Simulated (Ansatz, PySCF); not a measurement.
Energy difference R1 → P1 + P2, each structure at its B3LYP-D3(BJ)/def2-TZVP stationary point, reached from a drawn start (curvature not checked).
R1, H4W (SMILES [WH4]) (charge 0, multiplicity 3):
```csv
atom,x (Å),y (Å),z (Å)
W,0.0000,0.0000,0.0000
H,0.9941,0.9744,0.9940
H,0.9810,-0.9932,-0.9886
H,-0.9755,1.0006,-0.9866
H,-0.9995,-0.9819,0.9813
```
P1, H3W (SMILES [WH3]) (charge 0, multiplicity 4):
```xyz
4

W     -0.00225    -0.00150    -0.36424
H      1.64723    -0.00920     0.11138
H     -0.81428     1.43129     0.12029
H     -0.83070    -1.42059     0.13266
```
P2: H atom, charge 0, multiplicity 2.

```
level                                reaction energy (kcal/mol)  cost
-----------------------------------  --------------------------  ----
HF/def2-TZVPP                                             45.34     -
HF/def2-QZVPP                                             45.74     -
SVWN5/def2-TZVPP                                          79.86  ×0.6
PBE/def2-TZVPP                                            70.39    ×1
BLYP/def2-TZVPP                                           73.29  ×0.9
revPBE/def2-TZVPP                                         68.73  ×0.8
B97M-V/def2-TZVPP                                         72.35    ×3
BHLYP/def2-TZVPP                                          70.38    ×1
M06-2X/def2-TZVPP                                         66.81     -
CAM-B3LYP/def2-TZVPP                                      72.82    ×1
wB97X-V/def2-TZVPP                                        74.29    ×3
wB97M-V/def2-TZVPP                                        71.26    ×3
MP2/def2-TZVPP                                            66.42     -
MP2/def2-QZVPP                                            67.72     -
SCS-MP2/def2-SVP                                          66.35     -
CCSD/def2-SVP                                             64.16     -
CCSD/def2-TZVPP                                           69.02     -
CCSD(T)/def2-TZVPP                                        70.11    ×4
CCSD(T)/def2-QZVPP                                        71.12   ×30
CCSD(T)/CBS(def2-TZVPP, def2-QZVPP)                       71.57   ×30
```

P less R. No zero-point or thermal terms; open shells are unrestricted; no spin–orbit coupling. The spin states of the d-block species are the ones drawn and need not be the lowest.

Cores are frozen in the correlated methods. CBS(a, b) extrapolates the correlation energy as X⁻³ and adds the Hartree–Fock energy of set b.

Run with Ansatz (a quantum-chemistry and plane-wave program); PySCF for M06-2X. All values are computed, each at the level named. Elements past Kr take the def2 small-core potentials, without spin–orbit coupling.

Costs are rough ratios of core time to PBE/def2-TZVPP (about 6 s over the structures, on one shared machine); a dash marks a level with no comparable run of its own.
